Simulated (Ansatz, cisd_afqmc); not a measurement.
System: V, charge 0, sextet. This sextet is an excited state, 0.3 eV above the quartet at CCSD(T)/aug-cc-pwCVQZ-DK (Ansatz, a first-principles code).

Total energies in cc-pwCVTZ-DK, 13 correlated electrons, 5 frozen orbitals. Radicals and triplets start from unrestricted determinants; spin-orbit coupling is neglected. The -DK rows use spin-free X2C, correlate 3s3p of the metal (1s2s2p frozen) and give its partners the cc-pVXZ-DK valence sets. AFQMC/CISD: phaseless, guided by CISD from CCSD amplitudes; bars are statistical, one sigma. Outlying blocks are dropped, and bars are widened where a walk drifts. Over all cases where full CI ran beside it in this data, AFQMC minus full CI had a median of +0.1 mEh and passed +0.4 mEh in a tenth of the cases. Open-shell metal atoms are single determinants, not pure terms.

| method | program | energy (Eh) | minus CCSDT(Q) (mEh) |
|---|---|---|---|
| HF | Ansatz | -948.13066 | 464.22 |
| MP2 | Ansatz | -948.57848 | 16.40 |
| CCSD | Ansatz | -948.58073 | 14.14 |
| CCSD(T) | Ansatz | -948.59423 | 0.65 |
| CCSDT(Q) | Ansatz | -948.59488 | 0.00 |
| AFQMC/CISD | cisd_afqmc | -948.5935 ± 0.0003 | 1.4 ± 0.3 |
